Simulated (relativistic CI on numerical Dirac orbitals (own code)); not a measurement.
Au⁴¹⁺: sensitivity of the levels to the model

Base calculation: Dirac-Coulomb-Breit CI, separate exchange-only KLI orbitals for each configuration, model QED (radiative potential, 1s self-energy scaled to tabulated hydrogen-like ionisation energies), unscaled Slater integrals.

CI space (outside the closed core [Ar] 3d10): 4s²4p⁶4d², 4s²4p⁶4d4f, 4s²4p⁵4d³, 4s4p⁶4d³, 4s²4p⁵4d²4f, 4s4p⁶4d²4f, 4s²4p⁶4d5s, 4s²4p⁶4f5s, 4s²4p⁶4d5p, 4s²4p⁶4f², 4s²4p⁵4f³, 4s4p⁶4f³, 4s²4p⁶4f5p, 4s²4p⁵4f²5p, 4s4p⁶4f²5p. Double excitations out of closed p, d and f shells are left out; levels of such configurations are missing from the list, as are those of other unlisted configurations, and high levels can miss mixing partners.

The lowest level and the first level of each name with at least 55 % of one term (blank where a level has no safe partner in the second run):

```
          Level  Base (cm⁻¹)  Shift (cm⁻¹)
  4s²4p⁶4d² ³F2            0             0
  4s²4p⁶4d² ³P0        78587        -32648
  4s²4p⁶4d² ³F3       203348       -203348
  4s²4p⁶4d² ³P1       251314       -205375
  4s²4p⁶4d² ¹G4       251668              
  4s²4p⁶4d² ³F4       436516              
  4s²4p⁶4d² ¹S0       555113       -375734
 4s²4p⁵4d³ ⁵D°0      1454409       -180898
 4s²4p⁵4d³ ³P°1      1869237              
 4s²4p⁵4d³ ³I°7      1873666       -477944
4s²4p⁶4d4f ³H°4      1908684
```

At this charge energies of transitions that change n are usually good to better than 1 %, and those within a shell (Δn = 0) to a few per cent.

Problem. One thing was changed in a second run, which moved the levels as shown. Which?
A. QED terms removed
B. Breit term removed
C. configuration mixing switched off
D. non-relativistic limit
E. only the first configuration

Solution. D. Non-relativistic limit. Without relativity the fine structure collapses and s electrons lose their extra binding.

LS names give the leading component of a level, which can be under half, so a name can repeat, a term be missing and a line seem to break the LS rules.
